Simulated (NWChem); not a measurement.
Species: SiOH, doublet; SMILES O=[SiH]

Results from NWChem. Pople sets run with spherical d functions. Spin-unrestricted. In the optimisation the excess spin sits in a' (Cs, its own frame). All runs use the structure optimised with PBE0/def2-SVP, spin-unrestricted. No stability test was run on the SCF state. Vertical excitations in the gas phase; the lowest state need not have the same character in each row. Excited states of an open shell can be spin-contaminated.

For level B3LYP/6-31G*, TDA:

```yaml
lowest excitation (eV): 2.94
lowest empty minus highest occupied level, either spin (eV): 2.97
```

What are these values for level LDA (Slater exchange, VWN5)/6-31G*, TDA?


| Property | Result |
|---|---|
| lowest excitation (eV) | 2.72 |
| lowest empty minus highest occupied level, either spin (eV) | 1.04 |
